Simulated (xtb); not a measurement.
Cd(SH)(SiH3) (CdH4SSi), SMILES [SiH3][Cd][SH]. All values are semi-empirical tight-binding results from xtb (GFN2-xTB unless named), good for trends rather than for accurate numbers. Geometry: GFN2-xTB. The values are those of a single conformer.

Optimised geometry:

Bonded distances (Å): Cd1–S2 2.488, Cd1–Si4 2.540, S2–H3 1.320, Si4–H5 1.482, Si4–H6 1.482, Si4–H7 1.474. Angles (°): S2–Cd1–Si4 121.8, Cd1–S2–H3 105.0, Cd1–Si4–H5 110.0, Cd1–Si4–H6 108.6, Cd1–Si4–H7 118.7, H5–Si4–H6 106.8, H5–Si4–H7 105.9, H6–Si4–H7 106.2.

For metal compounds this method's bond lengths and energies can be far off.

Computed properties:
The orbital gap is 2.88 eV and the zero-point energy is 18.7 kcal/mol. The G − E(el) at 298.15 K (modified RRHO) comes out as -2.1 kcal/mol.

Question: Give the atomic charges and the Wiberg bond orders between heavy atoms. (The exact figures need the calculation; the answer reports its results.)

Answer: charges (e) Cd1 0.26, S2 -0.54, H3 0.17, Si4 0.36, H5 -0.08, H6 -0.08, H7 -0.09. Bond orders Cd1–S2 0.73, Cd1–Si4 0.80.
